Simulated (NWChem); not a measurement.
C₃H₄O₂; SMILES C1=COCO1

```xyz
9

C     -0.6652    -0.0480    -0.9758
C      0.6652    -0.0480    -0.9758
O      1.1507     0.0747     0.3197
C      0.0000    -0.1144     1.1432
O     -1.1507     0.0747     0.3197
H     -1.3948    -0.0852    -1.7690
H      1.3948    -0.0852    -1.7690
H      0.0000     0.6200     1.9534
H      0.0000    -1.1427     1.5447
```
Atoms are numbered in this order, from 1.

Level: B3LYP/6-31G* (spherical d) (NWChem), optimised geometry, unscaled harmonic frequencies. 

| frequency (cm⁻¹) | IR intensity (km/mol) |
|---|---|
| 148 | 11.1 |
| 513 | 0.1 |
| 717 | 45.1 |
| 726 | 12.0 |
| 784 | 0.2 |
| 886 | 15.8 |
| 946 | 91.1 |
| 1011 | 15.5 |
| 1026 | 15.7 |
| 1122 | 31.9 |
| 1167 | 13.7 |
| 1207 | 176.1 |
| 1221 | 0.7 |
| 1316 | 2.6 |
| 1468 | 8.5 |
| 1568 | 7.4 |
| 1703 | 30.0 |
| 2975 | 127.2 |
| 3115 | 51.8 |
| 3303 | 1.5 |
| 3328 | 1.7 |

```yaml
zero_point_energy: 43.2 kcal/mol
thermal correction to the enthalpy at 298.15 K (with zero-point energy): 46.5 kcal/mol
heat capacity Cv: 14.2 cal/(mol K)
entropy at 298.15 K and 1 atm (symmetry number 1): 67.8 cal/(mol K)
dipole_moment: 0.70 D
```

Rigid rotor and harmonic oscillator.
